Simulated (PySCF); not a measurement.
Species: C4H5B2N.
SMILES: `BNBC#CC#C`

Torsions of this conformer, `[BH2:1][NH:2][BH:3][C:4]#[C:5][C:6]#[CH:7]`: B1–N2–B3–C4 180°.

The closed-shell ground state was solved at several levels (PySCF, density fitting, gas phase, non-relativistic). Isolated species at its PBE0-D3(BJ)/def2-SVP geometry (one conformer only).

```json
{"level": "PBE0/pcSseg-2", "basis functions": "322", "HOMO (eV)": "-7.59", "LUMO (eV)": "-2.37", "gap (eV)": "5.22", "dipole (D)": "1.82"}
{"level": "PBE0/aug-cc-pVDZ", "basis functions": "206", "HOMO (eV)": "-7.57", "LUMO (eV)": "-2.36", "gap (eV)": "5.21", "dipole (D)": "1.79"}
{"level": "PBE0/6-31G", "basis functions": "73", "HOMO (eV)": "-7.34", "LUMO (eV)": "-2.01", "gap (eV)": "5.33", "dipole (D)": "2.05"}
{"level": "PBE0/6-311+G(2d,p)", "basis functions": "219", "HOMO (eV)": "-7.59", "LUMO (eV)": "-2.37", "gap (eV)": "5.22", "dipole (D)": "1.81"}
{"level": "PBE0/def2-TZVP", "basis functions": "247", "HOMO (eV)": "-7.57", "LUMO (eV)": "-2.35", "gap (eV)": "5.22", "dipole (D)": "1.84"}
{"level": "KT2/pcSseg-1", "basis functions": "144", "HOMO (eV)": "-6.54", "LUMO (eV)": "-3.21", "gap (eV)": "3.33", "dipole (D)": "1.98"}
{"level": "BLYP/pcSseg-1", "basis functions": "144", "HOMO (eV)": "-6.34", "LUMO (eV)": "-3.01", "gap (eV)": "3.33", "dipole (D)": "1.99"}
```

(1) What might PBE0/cc-pVDZ (123 basis functions) give for the same quantities?

(2) How much does the basis alone move the frontier levels among the 6 PBE0 rows (the withheld one included)?

(3) How far do the dipole and the HOMO energy spread over the levels?

Answers

(1) HOMO -7.45 eV, LUMO -2.23 eV, gap 5.22 eV, dipole 1.95 D.

(2) The HOMO by 0.25 eV and the LUMO by 0.36 eV. By rising basis size (HOMO, LUMO in eV): 6-31G -7.34, -2.01; cc-pVDZ -7.45, -2.23; aug-cc-pVDZ -7.57, -2.36; 6-311+G(2d,p) -7.59, -2.37; def2-TZVP -7.57, -2.35; pcSseg-2 -7.59, -2.37.

(3) The dipole runs from 1.79 to 2.05 D (mean 1.90 D) and the HOMO from -7.59 to -6.34 eV.
